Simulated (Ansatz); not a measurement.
Consider the cleavage of the Ge–Si bond: `N[SiH](N)[GeH3]` + `CN[SiH3]` → `C[N]([SiH3])[GeH3]` + `N[SiH2]N`.

Computed with Ansatz on PBE0-D4/def2-TZVP structures; ΔE is electronic, products minus reactants. CCSD(T)/CBS is the MP2 limit (def2-TZVPP, def2-QZVPP) plus CCSD(T) − MP2 in def2-TZVPP, frozen cores. This one scheme is used for every species. Functionals use def2-TZVPP. B3LYP here is the variant with VWN-RPA as its local correlation; programs differ in this. For Ge outer-core shells are correlated without core-valence functions, which leaves a few kJ/mol of doubt a bond. Scalar relativity is left out up to krypton. One conformer a species, not always the lowest.

`N[SiH](N)[GeH3]`:

```xyz
12

N     0.667    1.605    0.485
Si   -0.215    0.452   -0.423
N     0.726    0.034   -1.794
Ge   -0.689   -1.313    1.120
H     0.505    1.727    1.470
H     1.006    2.450    0.051
H    -1.507    0.906   -1.022
H     0.273   -0.249   -2.647
H     1.634   -0.391   -1.692
H    -1.263   -0.798    2.457
H     0.579   -2.122    1.457
H    -1.719   -2.301    0.538
```

`CN[SiH3]`:

Cartesian coordinates in Å:
```
C -1.106 0.516 0.680
N 0.312 0.295 0.496
Si 0.961 -0.535 -0.859
H -1.286 1.395 1.306
H -1.574 0.713 -0.288
H -1.632 -0.336 1.132
H 0.830 0.257 1.359
H 0.480 0.132 -2.099
H 0.575 -1.976 -0.970
H 2.441 -0.462 -0.756
```

`C[N]([SiH3])[GeH3]`:

```xyz
13

C     1.409    0.526    0.245
N     0.094    0.012   -0.114
Si   -1.034    1.092   -0.832
Ge   -0.343   -1.635    0.581
H     2.174   -0.252    0.151
H     1.700    1.340   -0.427
H     1.451    0.914    1.271
H    -2.217    0.306   -1.267
H    -0.399    1.768   -1.998
H    -1.500    2.173    0.088
H     0.786   -2.611    0.197
H    -1.689   -2.061   -0.017
H    -0.434   -1.571    2.121
```

`N[SiH2]N`:

Cartesian coordinates in Å:
```
N 1.321 0.194 -0.588
Si -0.288 0.464 -0.074
N -0.853 -0.949 0.708
H 2.048 -0.054 0.062
H 1.684 0.662 -1.401
H -0.989 0.875 -1.326
H -0.506 1.535 0.943
H -1.544 -0.888 1.437
H -0.874 -1.839 0.239
```

```tsv
level	ΔE (kJ/mol)	difference from CCSD(T)/CBS
B3LYP-D4	6.2	6.3
ωB97X-V	2.0	2.1
ωB97M-V	2.5	2.6
PBE	20.9	21.0
r2SCAN	10.6	10.7
PBE0	16.0	16.1
B3LYP	10.1	10.2
MP2/def2-QZVPP	-7.8	-7.7
SCS-MP2/def2-QZVPP	-10.3	-10.2
MP2/CBS(def2)	-5.8	-5.7
CCSD(T)/CBS	-0.1	0
```

Largest T1 diagnostic among the species: 0.011.

The D4 term adds −3.9 kJ/mol with B3LYP and −1.9 kJ/mol with PBE0; it sums over pairs of atoms, weighted by their polarisabilities, and B3LYP, whose exchange is more repulsive, gets the larger term. From PBE to PBE0 (25 % exact exchange), in def2-TZVPP and without D4, ΔE moves by −4.9 kJ/mol.
